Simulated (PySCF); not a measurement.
# Spinor energies of Pd²⁴⁺ (palladium, charge +24)

Start: [Ar] 3d4; 3d3/2 filled at m_j = -3/2, -1/2, +1/2, +3/2. Calculated with PySCF 2.14 in an even-tempered Gaussian basis (16 s from 3.2 bohr⁻², ratio 2.8; 12 p from 4.2 bohr⁻², ratio 2.8; 8 d from 4.2 bohr⁻², ratio 2.8; 3 f from 15 bohr⁻², ratio 3): generalised Hartree-Fock with the X2C-1e Hamiltonian and a Gaussian nucleus; one run each with spin-orbit coupling (SO) switched off, then screened by Boettger's factors.

```json
{"spinor shell": "1s1/2", "electrons": "2", "ε, spin-free (eV)": "-25448.4", "ε, screened SO (eV)": "-25446.1", "weight of nominal j (screened SO)": "1.000", "rms radius, screened SO (bohr)": "0.0365"}
{"spinor shell": "2s1/2", "electrons": "2", "ε, spin-free (eV)": "-4610.8", "ε, screened SO (eV)": "-4609.8", "weight of nominal j (screened SO)": "1.000", "rms radius, screened SO (bohr)": "0.149"}
{"spinor shell": "2p1/2", "electrons": "2", "ε, spin-free (eV)": "-4229.7", "ε, screened SO (eV)": "-4345.3", "weight of nominal j (screened SO)": "0.998", "rms radius, screened SO (bohr)": "0.129"}
{"spinor shell": "3s1/2", "electrons": "2", "ε, spin-free (eV)": "-1517.8", "ε, screened SO (eV)": "-1517.5", "weight of nominal j (screened SO)": "1.000", "rms radius, screened SO (bohr)": "0.379"}
{"spinor shell": "3p1/2", "electrons": "2", "ε, spin-free (eV)": "-1386.0", "ε, screened SO (eV)": "-1420.1", "weight of nominal j (screened SO)": "0.925", "rms radius, screened SO (bohr)": "0.370"}
{"spinor shell": "3p3/2", "electrons": "4", "ε, spin-free (eV)": "-1386.0", "ε, screened SO (eV)": "-1369.6", "weight of nominal j (screened SO)": "0.962", "rms radius, screened SO (bohr)": "0.380"}
{"spinor shell": "3d3/2", "electrons": "4", "ε, spin-free (eV)": "-1222.5", "ε, screened SO (eV)": "-1222.8", "weight of nominal j (screened SO)": "0.770", "rms radius, screened SO (bohr)": "0.341"}
```

Task: Where does 2p3/2 lie, and what is the 2p spin-orbit splitting (screened SO)?

Result: At -4175.0 eV, 170.33 eV above 2p1/2.

```csv
quantity,spin-free,screened SO
E (hartree),-4700.50744,-4701.58551
M_J,0,0
⟨J²⟩,4.002,1.868
⟨L²⟩,6.001,4.790
⟨S²⟩,6.000,4.787
```

The determinant has a definite M_J but mixes levels of different J.

Each row is a mean over spinors that exchange with the open shell spreads, by up to 19.115 eV (3s1/2).

Rows whose weight is well below 1 are mixtures of j = l ± 1/2: exchange outweighs spin-orbit coupling there, and the label is only the starting occupation.

Breit and QED terms are absent; they matter most for the inner s and p1/2 levels.

Densities and radii are taken from the X2C orbitals without a picture-change correction, which distorts them close to the nucleus.

Without spin-orbit coupling the j labels of p, d and f shells carry no meaning; the spin-free column gives the mean over the occupied spinors of each nl shell, and its ⟨J²⟩ belongs to a mixture of degenerate components.
